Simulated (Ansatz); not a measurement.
Basis-set extrapolation for `N[SiH2]CBCl` (PBE0-D4/def2-TZVP geometry, frozen core, Ansatz). Multiplicity 1, RHF reference.

```json
{"": "HF", "def2-TZVPP": "-869.663935", "def2-QZVPP": "-869.691662"}
{"": "MP2 correlation", "def2-TZVPP": "-0.804243", "def2-QZVPP": "-0.865810"}
{"": "CCSD(T) correlation", "def2-TZVPP": "-0.897012", "def2-QZVPP": "not run"}
```

Energies in hartree. Use E(X) = E(∞) + A·exp(−7.88·√X) for Hartree–Fock and E(X) = E(∞) + B·X^(−2.97) for correlation, with X = 3 and 4, and add CCSD(T) minus MP2 of the smaller set to the MP2 limit.

**Question.** What is the CCSD(T) energy at the basis-set limit?

**Answer.** HF limit: -869.691662 + (-0.027727) × 0.13774 = -869.69548. MP2 limit: -0.865810 + (-0.061567) × 0.74074 = -0.91142. Higher-order term: -0.897012 − (-0.804243) = -0.09277. Total: -870.69967 hartree, 364.2 kJ/mol below CCSD(T)/def2-TZVPP.
